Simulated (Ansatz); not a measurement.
`CC(C)(C)[Te][Si](Cl)(Cl)Cl`, relaxed with RKS PBE0-D4/def2-TZVP in Ansatz from a GFN2-xTB geometry. The force threshold is 0.005 eV/Å; the program also tests the step.

Total charge 0; spin multiplicity 1. Te takes the def2 core potential.

Start:

```xyz
18

C     1.699   -0.089    1.450
C     0.479   -0.148    0.545
C    -0.433    1.036    0.811
C    -0.267   -1.456    0.749
Te    1.251   -0.055   -1.550
Si   -0.884    0.459   -2.735
Cl   -2.452   -0.722   -2.217
Cl   -0.529    0.180   -4.709
Cl   -1.510    2.374   -2.495
H     2.233    0.850    1.323
H     1.389   -0.168    2.492
H     2.383   -0.907    1.237
H     0.069    1.978    0.598
H    -0.726    1.040    1.861
H    -1.338    0.979    0.211
H    -0.629   -1.514    1.775
H     0.388   -2.307    0.571
H    -1.124   -1.529    0.084
```

(1) How much energy does the relaxation release, and in how many steps? (Estimate.)

(2) Which bonds change most? (Best estimate.)

(3) Give the relaxed structure. (An estimate is asked.)

Answers

(1) Computed: 3.98 kJ/mol, in 11 steps.

(2) The calculation gave: Te5–Si6 from 2.495 to 2.455 Å; C2–Te5 from 2.235 to 2.211 Å; Si6–Cl7 from 2.031 to 2.047 Å; Si6–Cl8 from 2.025 to 2.040 Å.

(3) Computed: 
```xyz
18

C     1.706   -0.068    1.394
C     0.446   -0.165    0.549
C    -0.468    1.017    0.808
C    -0.268   -1.481    0.791
Te    1.201   -0.126   -1.528
Si   -0.847    0.483   -2.738
Cl   -2.469   -0.665   -2.249
Cl   -0.438    0.222   -4.720
Cl   -1.439    2.424   -2.482
H     2.230    0.877    1.237
H     1.427   -0.127    2.453
H     2.399   -0.888    1.192
H     0.013    1.967    0.573
H    -0.737    1.025    1.872
H    -1.397    0.951    0.240
H    -0.592   -1.523    1.838
H     0.386   -2.335    0.606
H    -1.152   -1.586    0.162
```
